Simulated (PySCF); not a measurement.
## The second ionisation energy along the 5p block

Calculated with PySCF 2.14 from differences of total energies of unrestricted determinants, without spin-orbit coupling. Values in eV. The last column holds reference values (NIST; (s) semi-empirical, (t) theoretical, else measured). Unmarked ones compare directly (S terms, centres of terms, or small fine structure); those marked * lie between the lowest fine-structure levels and include a spin-orbit shift.

| element | configurations | UHF | MP2 (valence) | SCS-MP2 (valence) | CCSD (valence) | CCSD(T) (valence) | reference |
| --- | --- | --- | --- | --- | --- | --- | --- |
| In (cc-pVTZ-PP with ECP28MDF, ECP) | [Kr] 4d10 5s2 → [Kr] 4d10 5s1 | 17.012 | 17.645 | 17.771 | 17.901 | 17.901 | 18.870 |
| Sn (cc-pVTZ-PP with ECP28MDF, ECP) | [Kr] 4d10 5s2 5p1 → [Kr] 4d10 5s2 | 13.741 | 13.946 | 13.934 | 14.012 | 14.030 | 14.282 |
| Sb (cc-pVTZ-PP with ECP28MDF, ECP) | [Kr] 4d10 5s2 5p2 → [Kr] 4d10 5s2 5p1 | 16.004 | 16.320 | 16.258 | 16.356 | 16.377 | 16.626 ± 0.025 * |
| Te (cc-pVTZ-PP with ECP28MDF, ECP) | [Kr] 4d10 5s2 5p3 → [Kr] 4d10 5s2 5p2 | 18.356 | 18.782 | 18.657 | 18.764 | 18.790 | 18.6 ± 0.4 * |
| I (cc-pVTZ-PP with ECP28MDF, ECP) | [Kr] 4d10 5s2 5p4 → [Kr] 4d10 5s2 5p3 | 17.671 | 18.276 | 18.336 | 18.404 | 18.427 | 18.750 |

```json
{"method": "UHF", "elements": "3", "mean error (eV)": "-1.159", "mean absolute error (eV)": "1.159", "largest error (eV)": "-1.859"}
{"method": "MP2 (valence)", "elements": "3", "mean error (eV)": "-0.678", "mean absolute error (eV)": "0.678", "largest error (eV)": "-1.226"}
{"method": "SCS-MP2 (valence)", "elements": "3", "mean error (eV)": "-0.620", "mean absolute error (eV)": "0.620", "largest error (eV)": "-1.099"}
{"method": "CCSD (valence)", "elements": "3", "mean error (eV)": "-0.528", "mean absolute error (eV)": "0.528", "largest error (eV)": "-0.969"}
{"method": "CCSD(T) (valence)", "elements": "3", "mean error (eV)": "-0.515", "mean absolute error (eV)": "0.515", "largest error (eV)": "-0.969"}
```

Errors include the incompleteness of the basis and the frozen core.

"Valence" correlates the outer s and p shells and, in groups 3 to 12 and the f block, the outer d or f shell, open or full, or the next shell where the ion has no valence electron left; the wider scheme adds the next inner shell.
